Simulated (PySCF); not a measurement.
**Manganese: a sound run and one with changed settings**

Sound run: Mn²⁺ [Ar] 3d5, Mn³⁺ [Ar] 3d4. All numbers are calculated (PySCF 2.14, no relativity, point nucleus, in def2-TZVP). In the sound run the correlated levels freeze [Ar]. The sound run starts from symmetry-adapted Hartree-Fock orbitals and uses a fine grid where one is needed.

Changed run: basis STO-3G. This setting is unsound on purpose.

```
species  method  sound run (hartree)  changed run (hartree)  converged
   Mn²⁺     UHF          -1149.08700            -1137.01113        yes
   Mn²⁺  M06-2X          -1150.10026            -1137.84002        yes
   Mn²⁺    BP86          -1150.25789            -1137.91932        yes
   Mn²⁺     MP2          -1149.14145            -1137.01122        yes
   Mn³⁺     UHF          -1147.88783            -1136.06839        yes
   Mn³⁺  M06-2X          -1148.86468            -1136.88007        yes
   Mn³⁺    BP86          -1148.99977            -1136.96062        yes
   Mn³⁺     MP2          -1147.91640            -1136.06842        yes
```

Ionisation energy of Mn²⁺:

```tsv
method	sound run (eV)	changed run (eV)
UHF	32.631	25.653
M06-2X	33.622	26.122
BP86	34.235	26.088
MP2	33.335	25.655
SCS-MP2	32.866	25.654
```

A minimal basis cannot let orbitals breathe on ionisation and holds almost no correlation.

For comparison, NIST gives 33.668 ± 0.012 eV between the lowest levels.
